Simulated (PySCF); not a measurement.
Job file and geometry (Å, from GFN2-xTB) of an NMR shielding run on `C=C[Si@@H](CSC)[SiH2]F`, C$_{4}$H$_{11}$FSSi$_{2}$, PySCF 2.14.0, density-fitted response routines, GIAO PBE0/pcSseg-1 NMR shielding, non-relativistic, gas phase; density fitting, a coarse starting grid and PySCF grid level 2 are the driver's defaults:

```
$ OMP_NUM_THREADS=1 python probes_run.py task.json out

{"job": {"kind": "nmr", "xc": "PBE0", "basis": "pcSseg-1"}, "charge": 0, "multiplicity": 1}
C     -1.640393    -2.083577    -0.067936
C     -0.836479    -1.227192    -0.680533
Si    -0.414223     0.498530    -0.040006
C      1.200414     1.030546    -0.929655
S      2.336311    -0.342907    -1.308899
C      2.647372    -0.988016     0.355759
Si    -2.095340     2.021043    -0.485371
F     -2.677212     2.500397     0.942549
H     -1.858112    -3.063719    -0.464287
H     -2.117709    -1.839741     0.868038
H     -0.377952    -1.530825    -1.615055
H     -0.086751     0.383842     1.398432
H      1.764151     1.770638    -0.361940
H      0.983456     1.463301    -1.905344
H      1.754388    -1.478132     0.733522
H      3.457375    -1.704779     0.265043
H      2.942957    -0.171121     1.007629
H     -1.708523     3.282209    -1.112579
H     -3.283535     1.488755    -1.144124
```

Task: What does the program print?

Result: 
```
coarse grid: 17128 points
cycle   1  E = -1235.2100685026  dE =  5.162e-01  |g| = 6.413e-01  |ddm| = 3.943e+00
cycle   2  E = -1235.1406143249  dE =  6.945e-02  |g| = 9.389e-01  |ddm| = 1.398e+00
cycle   3  E = -1235.2914153263  dE = -1.508e-01  |g| = 7.922e-02  |ddm| = 8.644e-01
cycle   4  E = -1235.2924844537  dE = -1.069e-03  |g| = 3.125e-02  |ddm| = 1.045e-01
cycle   5  E = -1235.2927083101  dE = -2.239e-04  |g| = 5.649e-03  |ddm| = 3.499e-02
cycle   6  E = -1235.2927159263  dE = -7.616e-06  |g| = 2.413e-03  |ddm| = 9.675e-03
final grid: 151128 points
cycle   7  E = -1235.3467337136  dE = -2.498e-05  |g| = 1.072e-02  |ddm| = 2.768e-02
cycle   8  E = -1235.3467086315  dE =  2.508e-05  |g| = 1.449e-02  |ddm| = 2.270e-02
cycle   9  E = -1235.3467620572  dE = -5.343e-05  |g| = 1.679e-03  |ddm| = 1.400e-02
cycle  10  E = -1235.3467627606  dE = -7.034e-07  |g| = 3.046e-04  |ddm| = 1.589e-03
cycle  11  E = -1235.3467627827  dE = -2.213e-08  |g| = 9.603e-05  |ddm| = 3.509e-04
cycle  12  E = -1235.3467627850  dE = -2.276e-09  |g| = 2.792e-05  |ddm| = 1.124e-04
cycle  13  E = -1235.3467627852  dE = -1.965e-10  |g| = 6.970e-06  |ddm| = 3.754e-05
converged SCF energy = -1235.3467627852

GIAO shielding tensors (ppm)
atom      isotropic    diamagn.    paramagn.     s11        s22        s33       span
  0 C       41.126     253.955    -212.829    -88.746     46.192    165.933    254.679
  1 C       48.211     262.583    -214.372    -70.606     38.180    177.059    247.665
  2 Si     404.020     883.065    -479.046    355.072    415.784    441.203     86.130
  3 C      170.157     254.944     -84.788    157.331    160.638    192.501     35.170
  4 S      567.171    1056.251    -489.080    429.776    516.519    755.219    325.443
  5 C      166.884     251.634     -84.750    151.404    164.689    184.559     33.156
  6 Si     332.575     876.586    -544.011    253.884    316.342    427.499    173.615
  7 F      434.805     466.195     -31.391    379.949    457.073    467.392     87.443
  8 H       25.017      28.900      -3.883     21.284     24.441     29.325      8.041
  9 H       25.389      32.020      -6.631     21.054     24.760     30.354      9.301
 10 H       24.801      32.292      -7.491     21.684     23.397     29.321      7.637
 11 H       26.909      31.872      -4.963     24.150     26.070     30.506      6.357
 12 H       29.560      31.825      -2.265     23.212     28.878     36.590     13.378
 13 H       30.253      31.796      -1.543     24.100     28.760     37.899     13.799
 14 H       29.301      32.223      -2.922     23.167     29.821     34.914     11.747
 15 H       29.893      28.679       1.214     24.877     26.381     38.421     13.544
 16 H       29.878      30.686      -0.808     25.552     27.136     36.947     11.395
 17 H       26.085      28.058      -1.973     22.491     25.858     29.907      7.416
 18 H       26.064      27.889      -1.825     22.863     25.500     29.830      6.967
```

Task: Turn these shieldings into chemical shifts. Chemical shifts δ = σref − σ; $^{13}$C (186.93 ppm) and $^{29}$Si (349.16 ppm) and $^{1}$H (31.72 ppm) against TMS; $^{33}$S (503.73 ppm) vs CS2; $^{19}$F (170.95 ppm) against CFCl3, all at this level.

Result: Averaging equivalent atoms: C 0: 145.8; C 1: 138.7; C 5: 20.0; C 3: 16.8; Si 6: 16.6; Si 2: -54.9; S 4: -63; F 7: -263.9; H 10: 6.92; H 8: 6.70; H 9: 6.33; H 18: 5.65; H 17: 5.63; H 11: 4.81; H 12: 2.16; H 14/15/16: 2.03; H 13: 1.46 ppm. Unscaled 19F shifts against computed CFCl3 carry errors that often reach 10 to 50 ppm.

Size and cost of the density-fitted run: 212 basis functions, 72 s wall time on 1 thread of an Arm Neoverse N1, shared host; peak memory 0.94 GiB.
